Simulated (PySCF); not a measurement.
**Two-component Hartree-Fock for Sn⁺ (tin, charge +1)**

Start: [Kr] 4d10 5s2 5p1; 5p3/2 filled at m_j = +3/2. Calculated with PySCF 2.14 in x2c-TZVPall-2c with one added diffuse shell each of s, p, d, f type (9s10p6d3f, 90 functions): generalised Hartree-Fock with the X2C-1e Hamiltonian and a Gaussian nucleus; one run each with spin-orbit coupling (SO) switched off, then screened by Boettger's factors. This is a chosen level, not necessarily the ground level.

```tsv
spinor shell	electrons	ε, spin-free (eV)	ε, screened SO (eV)	weight of nominal j (screened SO)	rms radius, screened SO (bohr)
1s1/2	2	-29355.2	-29352.6	1.000	0.0333
2s1/2	2	-4531.5	-4530.8	1.000	0.136
2p1/2	2	-4061.7	-4221.7	1.000	0.118
2p3/2	4	-4061.7	-3988.8	1.000	0.123
3s1/2	2	-920.88	-920.77	1.000	0.361
3p1/2	2	-763.57	-793.78	1.000	0.354
3p3/2	4	-763.57	-749.84	1.000	0.366
3d3/2	4	-522.05	-527.35	1.000	0.340
3d5/2	6	-522.05	-518.48	1.000	0.343
4s1/2	2	-168.11	-168.16	1.000	0.874
4p1/2	2	-118.17	-123.68	1.000	0.931
4p3/2	4	-118.17	-115.77	1.000	0.960
4d3/2	4	-43.640	-44.385	0.995	1.17
4d5/2	6	-43.640	-43.265	0.997	1.19
5s1/2	2	-20.896	-20.939	0.999	2.53
5p3/2	1	-13.867	-13.698	1.000	3.20
```

```json
{"quantity": "E (hartree)", "spin-free": "-6172.79405", "screened SO": "-6174.24944"}
{"quantity": "M_J", "spin-free": "3/2", "screened SO": "3/2"}
{"quantity": "⟨J²⟩", "spin-free": "3.761", "screened SO": "3.761"}
{"quantity": "⟨L²⟩", "spin-free": "2.008", "screened SO": "2.025"}
{"quantity": "⟨S²⟩", "spin-free": "0.753", "screened SO": "0.771"}
```

Each row is a mean over spinors that exchange with the open shell spreads, by up to 1.940 eV (5s1/2).

Breit and QED terms are absent; they matter most for the inner s and p1/2 levels.

Densities and radii are taken from the X2C orbitals without a picture-change correction, which distorts them close to the nucleus.

Without spin-orbit coupling the j labels of p, d and f shells carry no meaning; the spin-free column gives the mean over the occupied spinors of each nl shell.
